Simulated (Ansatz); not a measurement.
Species: C4H10N, charge 0, multiplicity 2. It need not be the lowest isomer of its formula. 
Structure (B3LYP-D3(BJ)/def2-TZVP (Ansatz, an electronic-structure program) minimum search):
```xyz
15

C     -0.5525     1.4004    -0.5378
C     -0.4043    -0.1193    -0.3246
C     -1.7130    -0.7250     0.1849
C      0.7279    -0.4554     0.5909
N      2.0283    -0.2023     0.1459
H      0.3839     1.8381    -0.8852
H     -0.8238     1.8904     0.4006
H     -1.3315     1.6197    -1.2728
H     -0.1854    -0.5638    -1.3067
H     -1.6374    -1.8094     0.2768
H     -2.5408    -0.4921    -0.4876
H     -1.9627    -0.3211     1.1699
H      0.5829    -0.3478     1.6605
H      2.2060    -0.4704    -0.8129
H      2.7618    -0.5316     0.7557
```
Charge 0, spin multiplicity 2.

Property: atomisation energy (electronic, to ground-state atoms), in kcal/mol. Cores are frozen in the correlated levels unless marked. UHF or UKS for open shells. No spin-orbit coupling. No relativistic terms. The coupled-cluster limit lacks core correlation, which all-electron functionals hold. CBS marks a two-point X^-3 extrapolation of the correlation energy; Hartree-Fock from the larger set.

| level | program | atomisation energy (kcal/mol) |
|---|---|---|
| BLYP/def2-TZVPD | Ansatz | [?] |
| revPBE-D3(BJ)/def2-TZVPD | Ansatz + dftd3 | 1365.5 |
| B3LYP-D4/def2-TZVPD | Ansatz + dftd4 | [?] |
| BHLYP/def2-TZVPD | Ansatz | 1332.4 |
| r2SCAN0/def2-TZVPD | Ansatz | 1356.2 |
| CAM-B3LYP/def2-TZVPD | Ansatz | [?] |
| SCS-MP2/STO-3G | Ansatz | 1364.4 |
| CCSD/STO-3G | Ansatz | 1377.9 |
| CCSD/cc-pVDZ | Ansatz | 1256.4 |
| CCSD(T)/CBS(cc-pVTZ,cc-pVQZ) | Ansatz | [?] |

**Question.** Some entries are withheld; supply them.

**Answer.** 
- BLYP/def2-TZVPD, atomisation energy (kcal/mol): 1354.7
- B3LYP-D4/def2-TZVPD, atomisation energy (kcal/mol): 1373.8
- CAM-B3LYP/def2-TZVPD, atomisation energy (kcal/mol): 1373.7
- CCSD(T)/CBS(cc-pVTZ,cc-pVQZ), atomisation energy (kcal/mol): 1366.4
